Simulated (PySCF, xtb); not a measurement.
CdCl2, SMILES [Cl][Cd][Cl].

GFN2-xTB in xtb at its own geometry gives an orbital gap of 3.06 eV and a dipole moment of 3.51 D.

Coordinates come from a B3LYP-D3(BJ)/def2-TZVP optimisation. The isomer is the one that the SMILES or the coordinates give; other isomers of the formula were not compared. The def2 effective core potentials stand for the cores of Cd; spin–orbit coupling is left out.

Question: What does B3LYP/def2-TZVPD in PySCF give? (Estimate from the structure and the level; the computed values follow.)

Answer: gap 5.97 eV (levels -8.69 and -2.72 eV), dipole 0.00 D.
